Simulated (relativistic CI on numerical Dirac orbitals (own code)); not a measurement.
Method of calculation: Dirac-Coulomb-Breit CI, KLI orbitals optimised for each configuration, model QED, valence Slater integrals scaled by 0.85, P86 correlation estimate, and configurations built on the next ion tied to the tabulated ionisation energy (semi-empirical) (own radial code, finite nucleus).

Configurations in the expansion (outside the closed core [Ar] 3d10): 4s2 4p, 4s2 4d, 4s2 5s, 4s2 5p, 4s2 5d, 4s2 6s, 4s2 4f, 4s2 5f, 4s 4p2, 4p3, 4s 4p 4d, 4s 4p 4f, 4s2 6p, 4p 4d2, 4s2 6d, 4s2 5g, 4s 4p 5s, 4s2 6f, 4s 4p 5p, 4p2 4d, 4s 4d2, 4s 4p 6s, 4p 4f2, 4s 4p 5d. Levels of other configurations are missing.

Configurations that consist of the next ion and one excited electron were tied to the tabulated ionisation energy; Rydberg ones are usually within 1,000 to 3,000 cm⁻¹ and the lowest ones within about 6,000 (9,000 in d shells), while levels on excited terms of the next ion carry the error of that term, and the other configurations can be misplaced by 10,000 cm⁻¹ or more. Rates follow the energies as ν³ (E1, M1) or ν⁵ (E2), so rates, branching and lifetimes can be off by large factors. The fine structure of a lone outer electron comes out too small, for d and f at times inverted, and misplaced configurations move strength between like terms. 13 of the 13 excited levels that our extract of the measured tables holds in this range could be paired (the sources list more); they are missed by 1122 cm⁻¹ on average and 3876 at most, and levels without a partner can miss by more.

Outline of the computed level scheme of As III. Lowest level of each configuration: 4s2 4p 2P°_1/2 at 0.0000 eV; 4s 4p2 4P_1/2 at 7.7811 eV; 4s2 5s 2S_1/2 at 13.2734 eV; 4s2 4d 2D_3/2 at 14.1063 eV; 4s2 5p 2P°_1/2 at 16.3290 eV; 4s2 6s 2S_1/2 at 20.3241 eV; 4s2 4f 2F°_5/2 at 20.4484 eV; 4s 4p 4d 2D°_3/2 at 20.4486 eV; 4s2 5d 2D_3/2 at 20.6271 eV.

Some strong electric-dipole decays among the lowest 34 levels: 4s2 4d 2D_3/2 → 4s2 4p 2P°_1/2 (7.4e+09 s⁻¹); 4s2 4d 2D_5/2 → 4s2 4p 2P°_3/2 (6.9e+09 s⁻¹); 4s2 5d 2D_5/2 → 4s2 4p 2P°_3/2 (1.8e+09 s⁻¹); 4s2 5d 2D_3/2 → 4s2 4p 2P°_1/2 (1.6e+09 s⁻¹); 4s2 5s 2S_1/2 → 4s2 4p 2P°_3/2 (1.3e+09 s⁻¹); 4s2 6s 2S_1/2 → 4s2 4p 2P°_3/2 (1.0e+09 s⁻¹); 4s2 4f 2F°_7/2 → 4s2 4d 2D_5/2 (8.5e+08 s⁻¹); 4s2 4f 2F°_5/2 → 4s2 4d 2D_3/2 (6.6e+08 s⁻¹).

Rates of lines that live on the mixing of spin multiplicities can be off by large factors.

LS names give the leading component of a level, which can be under half, so a name can repeat, a term be missing and a line seem to break the LS rules.
